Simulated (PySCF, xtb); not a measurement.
CH₅FO₂Si₂, SMILES F[Si@H]1OC[SiH2]O1.

GFN2-xTB run with xtb at its own geometry gives an orbital gap of 5.41 eV and a dipole moment of 2.91 D.

Geometry optimised at B3LYP-D3(BJ)/def2-SVP. The structure was generated by enumeration; whether it is a known compound was not checked. Other conformers were not sampled.

Task: What does CAM-B3LYP/def2-TZVP (PySCF) give? (The exact figures need the calculation; the answer reports its results.)

Result: gap 10.55 eV (levels -9.88 and 0.67 eV), dipole 2.35 D.
